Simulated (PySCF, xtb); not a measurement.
OY, SMILES [Y]=[O] (connectivity only; charge and spin as stated), neutral, multiplicity 2.

Harmonic wavenumbers (cm⁻¹) from GFN2-xTB in xtb at its own minimum, in rising order: 428.

Problem. What does PySCF with PBE0-D3(BJ)/def2-TZVPD give at its own minimum? (An estimate is asked for; the answer gives what the named calculation found.)

Solution. 890. Paired by order, the mean absolute difference is 462 cm⁻¹ and the zero-point energies are 0.6 and 1.3 kcal/mol.
